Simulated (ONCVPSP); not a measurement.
# Cu (Z = 29): one change to an ONCV potential, before and after

Cu (Z = 29), optimised norm-conserving Vanderbilt (ONCV), made with ONCVPSP 4.0.1 (PBEsol, scalar-relativistic). Core [Ne], reference 3s2 3p6 3d10 4s0.5 (charge +0.5). Waves: 3s+4s: rc 1.05 bohr, ncon 4, nbas 9, qcut 9.7 1/bohr, 2 projectors; 3p: rc 1.10 bohr, ncon 4, nbas 7, qcut 14.6 1/bohr, 2 projectors, debl 0.5 Ha; 3d: rc 0.75 bohr, ncon 4, nbas 8, qcut 13.9 1/bohr, 2 projectors, debl 0.5 Ha; f scattering state at 0.2 Ha: rc 0.85 bohr, ncon 4, nbas 9, qcut 15.1 1/bohr, 3 projectors, debl 0.7 Ha. Local part: polynomial inside 0.55 bohr (lpopt 5, dvloc0 0 Ha). Core correction: Teter function fitted to the true core (icmod 2), fcfact 0.65.

In the p channel the program set the typed energies aside and used -2.796, 0.250 Ha.

Change: all radii but the core radius scaled by about 1.20 (s 1.26, p 1.32, d 0.90, f 1.02 bohr); local potential polynomial inside 0.66 bohr (lpopt 5, dvloc0 0 Ha).

Cutoffs: the cutoffs (Ha) at which the residual kinetic energy of the hardest occupied pseudo-wave falls to 1 and 0.1 mHa per electron; they do not see the model core or the augmentation charge, which bear on the density cutoff. Errors are all-electron minus pseudo energies relative to the spin-unpolarised reference configuration.

Task: What does the change do?

Result: The potential gets softer (356 Ha and 432 Ha → 94 Ha and 261 Ha); the bound ghost in f disappears; of the 3 tests that both files solve, the error grows in 2 and shrinks in 0 by more than 15 % and 0.3 meV (median size 0.3 → 1.8 meV). A larger radius leaves more room for a smooth pseudo-wave, so fewer plane waves are needed.

| quantity | base | changed |
| --- | --- | --- |
| cutoff, loose | 356 Ha | 94 Ha |
| cutoff, tight | 432 Ha | 261 Ha |
| loose cutoff by channel | s 39 Ha, p 49 Ha, d 356 Ha | s 29 Ha, p 50 Ha, d 94 Ha |
| bound ghosts | f | none |
| GHOST(+) flags under 300 eV | none | none |
| tests with a reliable result | 3 of 4 | 3 of 4 |
| error for 3s2 3p6 3d10 4s0, meV [ΔE 4.95 eV] | 0.0 | 0.0 |
| error for 3s2 3p6 3d9 4s0, meV [ΔE 26.26 eV] | -0.3 | -1.8 |
| error for 3s1 3p6 3d10 4s1, meV [ΔE 118.79 eV] | -57 | -163 |
| rms error of d²Exc/dni dnj with the model core, mHa | 1.32 | 1.48 |

 A true bound ghost makes a file unfit for plane-wave use even where its test errors are small: the radial tests pick states by their node count and pass the ghost by.
